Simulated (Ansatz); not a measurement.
```yaml
crystal:
  periodic: [false, false, false]
  atoms:
    - {symbol: V, position_ang: [1.735612, 2.821527, -0.598354]}
    - {symbol: V, position_ang: [0.843768, -1.993878, 0.406002]}
    - {symbol: V, position_ang: [4.291716, -0.299156, 1.094315]}
    - {symbol: V, position_ang: [-2.530042, -2.404003, -0.003852]}
    - {symbol: V, position_ang: [-2.089904, 1.563440, 0.532155]}
    - {symbol: O, position_ang: [-3.595469, 1.022491, 1.394164]}
    - {symbol: O, position_ang: [1.126997, 4.201790, -1.545657]}
    - {symbol: O, position_ang: [-1.505073, 3.270658, 0.718813]}
    - {symbol: O, position_ang: [-3.073697, 2.005868, -0.942091]}
    - {symbol: O, position_ang: [1.205011, 3.002874, 1.065419]}
    - {symbol: O, position_ang: [-3.081157, -1.633372, 1.452743]}
    - {symbol: O, position_ang: [1.694835, -1.475713, -0.997082]}
    - {symbol: O, position_ang: [-0.988283, 0.962241, 1.670862]}
    - {symbol: O, position_ang: [-1.192927, 0.379034, -0.631185]}
    - {symbol: O, position_ang: [0.805104, -0.733994, 1.476452]}
    - {symbol: O, position_ang: [1.136308, 1.339618, -1.288143]}
    - {symbol: O, position_ang: [3.141191, 0.521768, 2.109719]}
    - {symbol: O, position_ang: [3.334683, 2.715184, -0.642856]}
    - {symbol: O, position_ang: [-4.232927, -3.758641, -2.582453]}
    - {symbol: O, position_ang: [-3.275765, -3.956815, -0.158405]}
    - {symbol: O, position_ang: [-2.973898, -1.576252, -1.314317]}
    - {symbol: O, position_ang: [1.793350, -3.262007, 1.126145]}
    - {symbol: O, position_ang: [-0.737675, -2.619544, 0.016076]}
    - {symbol: O, position_ang: [5.929484, 0.212574, 1.494101]}
    - {symbol: O, position_ang: [4.102294, -1.878173, 1.232230]}
    - {symbol: O, position_ang: [3.836694, 0.066075, -0.604182]}
    - {symbol: H, position_ang: [-4.374424, 1.223655, 0.832566]}
    - {symbol: H, position_ang: [1.768383, 4.823971, -1.938512]}
    - {symbol: H, position_ang: [-1.865931, 3.861258, 0.026466]}
    - {symbol: H, position_ang: [-2.883017, 1.877173, -1.888201]}
    - {symbol: H, position_ang: [0.229427, 3.205172, 1.139990]}
    - {symbol: H, position_ang: [-3.355068, -0.672003, 1.538625]}
    - {symbol: H, position_ang: [2.436167, -0.777735, -1.002885]}
    - {symbol: H, position_ang: [-0.200423, 0.247685, 1.646652]}
    - {symbol: H, position_ang: [-1.780183, 0.038097, -1.342814]}
    - {symbol: H, position_ang: [0.232152, 0.928773, -1.088574]}
    - {symbol: H, position_ang: [2.220505, 0.133809, 2.138936]}
    - {symbol: H, position_ang: [-3.545318, -4.109324, -3.180998]}
    - {symbol: H, position_ang: [-3.734479, -4.084737, -1.064993]}
    - {symbol: H, position_ang: [-3.979012, -2.809837, -2.481924]}
    - {symbol: H, position_ang: [2.745208, -2.998065, 1.288776]}
    - {symbol: H, position_ang: [6.637738, -0.437503, 1.666952]}
    - {symbol: H, position_ang: [3.748035, 1.055995, -0.770700]}
basis:
  gaussian: {orbitals: STO-3G, final_grid: {core_spheres: 8, valence_spheres: 7, degree: 23}}
total_charge: 1
magnetization: {spin_polarized: true, initial_magnetization: 1}
hamiltonian: {xc: {name: wPBEh}}
output: {forces: true}
```

```sh
$ ansatz run in.yaml --threads 2 --pin off --events-out ev --progress --plain --max-ram 22528MiB --backend cuda --devices 0, --max-vram 18GiB
```

Output, abridged:

```
Functional definition: wPBEh
  name "wPBEh"
  cite "Heyd, Scuseria & Ernzerhof, J. Chem. Phys. 118, 8207 (2003) doi:10.1063/1.1564060"
  cite "Krukau, Vydrov, Izmaylov & Scuseria, J. Chem. Phys. 125, 224106 (2006) doi:10.1063/1.2404663"
  cite "Heyd & Scuseria, J. Chem. Phys. 120, 7274 (2004) doi:10.1063/1.1668634"
  cite "Ernzerhof & Perdew, J. Chem. Phys. 109, 3313 (1998) doi:10.1063/1.476928"
  cite "Perdew, Burke & Ernzerhof, Phys. Rev. Lett. 77, 3865 (1996) doi:10.1103/PhysRevLett.77.3865"
  parent pbe
  parameter a = 0.25
  parameter omega = 0.11/bohr
  exchange = wpbe_x - a*pbe_x_sr(omega) + a*exact_x_sr(omega)
  correlation = pbe_c
3118 factors; integrals over basis functions are off by at most 3.8e-4 eV
238 factors; integrals over basis functions are off by at most 1.9e-7 eV
mean field evaluation 1: about -169660.8643 eV, gradient 1.2e2 eV
mean field evaluation 2: about -167780.9607 eV, gradient 5.1e2 eV
mean field evaluation 4: about -169731.2921 eV, gradient 4.8e1 eV
mean field evaluation 8: about -169743.2581 eV, gradient 2.0e1 eV
mean field evaluation 16: about -169745.9544 eV, gradient 2.3e0 eV
mean field evaluation 32: about -169745.8625 eV, gradient 1.6e-5 eV
mean field evaluation 64: about -169745.8713 eV, gradient 1.1e-1 eV
mean field evaluation 96: about -169745.2066 eV, gradient 7.7e0 eV
mean field evaluation 128: about -169745.7130 eV, gradient 4.6e-1 eV
mean field evaluation 160: about -169745.8923 eV, gradient 9.5e-2 eV
mean field evaluation 192: about -169745.8472 eV, gradient 9.7e-1 eV
mean field evaluation 224: about -169745.8279 eV, gradient 3.0e-1 eV
mean field -169745.89461767 eV, -6238.0465692994 hartree, gradient 2.0e-8 eV, S^2 0.765462; 20 other end points of the search recorded, 0 dependent functions left out
the calculation of the forces begins
reference -169745.89467335 eV, -6238.0465713459 hartree; 150, 149 occupied and 62, 63 virtual orbitals, 3118 factors
Total energy: -169745.89467335 eV, -6238.0465713459 hartree
Atom 0 force    -0.109322     0.760063    -0.303351 eV/Å
Atom 1 force    -0.999330     0.470189    -0.006484 eV/Å
Atom 2 force     0.698692    -1.586633     0.564144 eV/Å
Atom 3 force    -1.425426     0.862421    -1.050625 eV/Å
Atom 4 force    -0.161166     0.160752     0.158082 eV/Å
Atom 5 force     4.147690    -0.135106    -0.494761 eV/Å
Atom 6 force     0.017591    -4.185628     2.714564 eV/Å
Atom 7 force     0.428060    -4.058069     1.013518 eV/Å
Atom 8 force     1.186202    -0.424260     4.486867 eV/Å
Atom 9 force     2.114223    -0.754311    -3.345584 eV/Å
Atom 10 force     1.552937    -2.422920    -3.025173 eV/Å
Atom 11 force    -2.196548    -1.170538     2.532982 eV/Å
Atom 12 force    -2.147858     1.152918    -2.507515 eV/Å
Atom 13 force     1.267150     1.750809     2.284970 eV/Å
Atom 14 force     0.024653    -2.067168    -2.274565 eV/Å
Atom 15 force     1.806550     2.987382     1.129840 eV/Å
Atom 16 force     2.760316    -0.852775    -1.791990 eV/Å
Atom 17 force    -3.092618    -0.582126     0.186337 eV/Å
Atom 18 force    -1.843084    -1.260410     2.622667 eV/Å
Atom 19 force     1.720385     3.068237     0.916264 eV/Å
Atom 20 force     1.574898    -2.053478     3.587107 eV/Å
Atom 21 force    -2.569883     1.671995    -1.277578 eV/Å
Atom 22 force     1.383954     1.930079     0.909099 eV/Å
Atom 23 force    -4.753549     0.248121    -1.169823 eV/Å
Atom 24 force    -0.386889     3.737565    -0.370203 eV/Å
Atom 25 force    -0.333141    -1.799875     2.321882 eV/Å
Atom 26 force    -1.464829     0.377734    -0.912929 eV/Å
Atom 27 force     1.204716     1.120404    -0.694315 eV/Å
Atom 28 force    -0.690139     1.143650    -1.169721 eV/Å
Atom 29 force     0.530403    -0.369019    -1.674779 eV/Å
Atom 30 force    -1.834083     0.521832     0.059101 eV/Å
Atom 31 force    -0.521825     1.458060     0.027446 eV/Å
Atom 32 force     1.459088     0.927245     0.113071 eV/Å
Atom 33 force     0.370948    -0.406881     0.112368 eV/Å
Atom 34 force    -1.111290    -0.612840    -1.330449 eV/Å
Atom 35 force    -1.967416    -0.975554     0.382943 eV/Å
Atom 36 force    -1.448894    -0.666179    -0.060683 eV/Å
Atom 37 force     1.570524    -0.456102    -1.311533 eV/Å
Atom 38 force    -0.720774    -0.170230    -1.636690 eV/Å
Atom 39 force     0.761957     1.776865    -0.119091 eV/Å
Atom 40 force     1.906642     0.641049     0.253255 eV/Å
Atom 41 force     1.247651    -1.162134     0.303057 eV/Å
Atom 42 force     0.042836     1.404865    -0.151721 eV/Å
Dipole moment:     0.011580     0.664634    -1.038778 e Å
```

It took 59 s on 2 threads of AMD EPYC 7R13 on a shared host and a share (18 GiB) of an NVIDIA H100 80GB HBM3, peak host memory 2.3 GiB.

The dipole of an ion depends on the origin.
